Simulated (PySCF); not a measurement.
Spinor energies of Se²⁺ (selenium, charge +2)

Start: [Ar] 3d10 4s2 4p2; 4p1/2 filled at m_j = -1/2, +1/2. Calculated with PySCF 2.14 in x2c-TZVPall-2c (6s7p4d1f, 54 functions): generalised Hartree-Fock with the X2C-1e Hamiltonian and a Gaussian nucleus; one run each with spin-orbit coupling (SO) switched off, then screened by Boettger's factors.

```csv
spinor shell,electrons,"ε, spin-free (eV)","ε, screened SO (eV)",weight of nominal j (screened SO),"rms radius, screened SO (bohr)"
1s1/2,2,-12760.6,-12760.2,1.000,0.0508
2s1/2,2,-1719.3,-1719.2,1.000,0.212
2p1/2,2,-1509.9,-1538.5,1.000,0.187
2p3/2,4,-1509.9,-1496.0,1.000,0.190
3s1/2,2,-273.48,-273.39,1.000,0.612
3p1/2,2,-205.54,-209.90,0.996,0.629
3p3/2,4,-205.54,-203.34,0.998,0.639
3d3/2,4,-93.275,-93.832,0.974,0.693
4s1/2,2,-42.769,-42.738,0.999,1.85
4p1/2,2,-31.370,-31.442,0.593,2.13
```

(1) Where does 3d5/2 lie, and what is the 3d spin-orbit splitting (screened SO)?

```csv
quantity,spin-free,screened SO
E (hartree),-2426.92304,-2427.04596
M_J,0,0
⟨J²⟩,2.008,1.535
⟨L²⟩,2.006,2.001
⟨S²⟩,2.002,1.974
```

The determinant has a definite M_J but mixes levels of different J.

Each row is a mean over spinors that exchange with the open shell spreads, by up to 5.781 eV (4s1/2).

Rows whose weight is well below 1 are mixtures of j = l ± 1/2: exchange outweighs spin-orbit coupling there, and the label is only the starting occupation.

Without spin-orbit coupling the j labels of p, d and f shells carry no meaning; the spin-free column gives the mean over the occupied spinors of each nl shell.

## Answers

(1) At -92.775 eV, 1.056 eV above 3d3/2.
